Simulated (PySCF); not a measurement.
GeH8SSi2.
Geometry (PBE0-D3(BJ)/def2-SVP, Å), atoms numbered from 1 in this order:
```
atom  x, y, z in Å
S1     2.5836   -0.9692    0.3468
Si2    1.4964    0.8476    0.7550
Si3   -0.3485    0.9714   -0.6834
Ge4   -1.7045   -0.9579   -0.3304
H5     1.5098   -1.7830    0.4544
H6     2.4881    1.9360    0.5101
H7     1.0445    0.9215    2.1798
H8    -1.1630    2.1996   -0.4162
H9     0.1286    0.9997   -2.1004
H10   -0.8947   -2.2309   -0.6451
H11   -2.1429   -1.0214    1.1450
H12   -2.9568   -0.9418   -1.2240
```

Computed, not measured: PySCF, PBE0-D3(BJ)/def2-SVP geometry optimisation, gas phase.

Masses are those of the commonest isotopes; rigid-rotor values at the optimised geometry. The values belong to one conformer with, in the numbering `[SH:1][SiH2:2][SiH2:3][GeH3:4]`, H–S1–Si2–Si3 -52°, S1–Si2–Si3–Ge4 58°.

Give the principal moments of inertia and the rotational constants in MHz.

Ia = 164.49, Ib = 583.55, Ic = 695.09 u·Å²; 505379 MHz·u·Å²/I gives A = 3072, B = 866.0, C = 727.1 MHz.

Classify the top.

An asymmetric top; Ray's κ = -0.881.

Is it planar, by Δ = Ic − Ia − Ib?

Not planar: Δ = Ic − Ia − Ib = -52.95 u·Å². For a rigid frame Δ = −2 Σ m c², so Σ m c² = 26.48 u·Å² lies off the ab plane: 10.93 from hydrogen and 15.55 from heavier atoms. The atom farthest from that plane is 1.99 Å away.

List the rotational levels J(Ka,Kc) to J = 5 (K).

Above 0(0,0), as E/k:
J = 1: 1(0,1) 0.076, 1(1,1) 0.182, 1(1,0) 0.189
J = 2: 2(0,2) 0.229, 2(1,2) 0.329, 2(1,1) 0.349, 2(2,1) 0.666, 2(2,0) 0.667
J = 3: 3(0,3) 0.457, 3(1,3) 0.548, 3(1,2) 0.588, 3(2,2) 0.896, 3(2,1) 0.897, 3(3,1) 1.442, 3(3,0) 1.442
J = 4: 4(0,4) 0.760, 4(1,4) 0.840, 4(1,3) 0.906, 4(2,3) 1.201, 4(2,2) 1.206, 4(3,2) 1.748, 4(3,1) 1.748, 4(4,1) 2.512, 4(4,0) 2.512
J = 5: 5(0,5) 1.136, 5(1,5) 1.204, 5(1,4) 1.304, 5(2,4) 1.583, 5(2,3) 1.593, 5(3,3) 2.132, 5(3,2) 2.132, 5(4,2) 2.895, 5(4,1) 2.895, 5(5,1) 3.878, 5(5,0) 3.878

Predict some low-J microwave lines.

The dipole components are |μa| = 1.12 D, |μb| = 0.45 D, |μc| = 0.38 D. The squared components, which scale the intensities, stand as 1.00 : 0.16 : 0.11 (a : b : c). Some lines, for components of 0.1 D or more:

| type | branch | J(Ka,Kc) | MHz | lower level (cm⁻¹) |
| --- | --- | --- | --- | --- |
| a | Q | 3(1,2) ← 3(1,3) | 834 | 0.381 |
| c | Q | 3(1,3) ← 3(0,3) | 1887 | 0.318 |
| c | Q | 1(1,1) ← 1(0,1) | 2206 | 0.053 |
| b | Q | 1(1,0) ← 1(0,1) | 2345 | 0.053 |
| a | R | 2(1,2) ← 1(1,1) | 3047 | 0.127 |
| b | R | 1(1,1) ← 0(0,0) | 3799 | 0.000 |
| a | R | 3(1,3) ← 2(1,2) | 4567 | 0.228 |
| a | R | 3(0,3) ← 2(0,2) | 4754 | 0.159 |
| a | R | 3(2,1) ← 2(2,0) | 4805 | 0.463 |
| a | R | 3(1,2) ← 2(1,1) | 4984 | 0.242 |
| c | R | 2(1,1) ← 1(0,1) | 5670 | 0.053 |
| c | Q | 2(2,1) ← 2(1,1) | 6619 | 0.242 |
| b | Q | 2(2,0) ← 2(1,1) | 6625 | 0.242 |
| b | Q | 3(2,2) ← 3(1,3) | 7248 | 0.381 |
| b | R | 2(2,1) ← 1(1,0) | 9944 | 0.131 |
| c | R | 2(2,1) ← 1(1,1) | 10083 | 0.127 |
| b | R | 2(2,0) ← 1(1,1) | 10089 | 0.127 |
| c | Q | 3(3,1) ← 3(2,1) | 11351 | 0.624 |
| b | Q | 3(3,0) ← 3(2,1) | 11351 | 0.624 |
| b | R | 3(2,2) ← 2(1,1) | 11398 | 0.242 |
| c | R | 3(2,1) ← 2(1,1) | 11430 | 0.242 |

Estimate the classical rotational partition function at 10 K, 100 K and 298.15 K.

Point group C1, symmetry number σ = 1; q = (√π/σ)·√((kT/h)³/(ABC)), k/h = 20836.6 MHz/K: 3830 at 10 K, 121000 at 100 K, 624000 at 298.15 K.

No frequency check. Constants of a rigid frame at the computed geometry: no zero-point averaging, no centrifugal distortion. A rigid rotor knows nothing of internal rotation, which can split or shift real lines.

On one thread of an Arm Neoverse V2, shared host with 96 logical CPUs at a one-minute load of 17, this took 30 s of wall time and 0.53 GiB of memory at its peak. These figures are those of the optimisation.
